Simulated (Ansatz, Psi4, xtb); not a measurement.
Dimer: CH4 (SMILES C) (first 5 atoms) with GeH4 (SMILES [GeH4]); geometry from B3LYP-D3(BJ)/def2-TZVP, rigid monomers moved along the line of their centres of mass till C1···Ge6 is 3.45 Å.
(charge 0, multiplicity 1):
```xyz
10

C     -0.002     0.153     0.241
H     -0.922    -0.330     0.568
H      0.853    -0.442     0.558
H     -0.002     0.239    -0.844
H      0.064     1.146     0.684
Ge     0.001    -0.123     3.676
H      0.956    -1.160     3.069
H      0.460     1.289     3.282
H      0.010    -0.254     5.207
H     -1.421    -0.366     3.151
```

Monomers are frozen at their geometry in the pair; levels with a basis set take the counterpoise correction.

Frozen-core correlation. Filled d and f shells under p-block atoms count as core.

Codes used: Ansatz (Gaussian orbitals); Psi4 for SAPT; xtb for the GFN methods. 

Task: What is the computed interaction energy (GFN2-xTB)?

Result: -1.0 kcal/mol

Task: What interaction energy does SAPT0/aug-cc-pVDZ give?

Result: 0.0 kcal/mol

Task: Estimate the interaction energy that PBE/def2-TZVPPD returns for this input.

Result: 0.8 kcal/mol

Ansatz is an electronic-structure program.
